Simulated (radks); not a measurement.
Results of a calculation; reference values are marked as such.
All-electron atom: Cl2+ in [Ne] 3s2 3p3.

Code: a radial shooting solver on a logarithmic mesh with Libxc functionals. Model: non-relativistic Kohn-Sham, OLYP, spin-polarised, spherical densities, point nucleus; open shells are filled with parallel spins first.

Energy parts (Ry):
| part | energy |
|---|---|
| total | -917.68847 |
| kinetic | 916.74595 |
| electron-nucleus | -2154.65710 |
| Hartree | 375.32164 |
| exchange-correlation | -55.09895 |

Orbitals (lengths in bohr, moments of r in powers of bohr; <r^-3> diverges for s and p1/2; r(90%) holds 90 % of the orbital's charge):
orbital  occ.  eigenvalue (Ry)    <r^2>  <r^-3>  r(90%)
1s up       1        -203.5085  0.01123       -   0.163
1s down     1        -203.4636  0.01123       -   0.163
2s up       1        -20.54870   0.2353       -   0.695
2s down     1        -20.52032   0.2346       -   0.694
2p up       3        -16.19171   0.2054   101.5   0.673
2p down     3        -16.13598   0.2048   101.2   0.672
3s up       1         -3.40279    2.365       -    2.13
3s down     1         -3.07496    2.482       -    2.20
3p up       3         -2.43271    2.910   9.818    2.40
3p down     0         -2.13408    3.222   9.134    2.56
3d up       0         -1.09853    5.456  0.5272    3.46
4s up       0         -0.96080    15.62       -    5.33
3d down     0         -0.91480    7.425  0.3927    4.02

The highest occupied level is 3p up at -33.099 eV. The electron density at the nucleus is 3224 e/bohr^3. The density falls to 0.001 e/bohr^3 at r = 3.27 bohr. For comparison, the ionisation energy in NIST's Atomic Spectra Database is 39.8 eV (semi-empirical). In exact Kohn-Sham theory the highest level is minus the ionisation energy, but local and semilocal functionals leave it too shallow, through self-interaction and a potential that decays too fast; potentials with the right tail come closer. Summed over all electrons, <r^2> = 15.30 bohr^2, which gives a Langevin (diamagnetic) susceptibility term of -12.1 x 10^-6 cm^3/mol. The spin density at the nucleus is 0.1158 e/bohr^3 (1s -0.5668, 2s 0.2995, 3s 0.3831), a Fermi contact field of 6.07 T. Spin moment in Bohr magnetons: 3.
